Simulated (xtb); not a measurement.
xtb input:

```bash
xtb mol.xyz --gfn 2 --sp --chrg 0 --uhf 0
```
mol.xyz:
```
13

C     -2.29442262    -0.25118923    -0.06811661
C     -0.88478297     0.32187421    -0.17788405
C      0.18262404    -0.67248626     0.25615442
C      1.59628308    -0.16680473     0.17106325
O      1.91635823     0.93122581    -0.20432106
H     -2.41174289    -1.13901065    -0.69443671
H     -3.04163400     0.47833697    -0.38406558
H     -2.52644178    -0.53997002     0.96000817
H     -0.79692319     1.22553665     0.42908523
H     -0.68363692     0.63387378    -1.20498355
H      0.02375879    -1.00434280     1.29108168
H      0.13676513    -1.59454366    -0.33894931
H      2.37077985    -0.89805065     0.48952652
```

### Question
What final total energy does it print?

### Answer
-16.68457 Eh (GFN2-xTB).
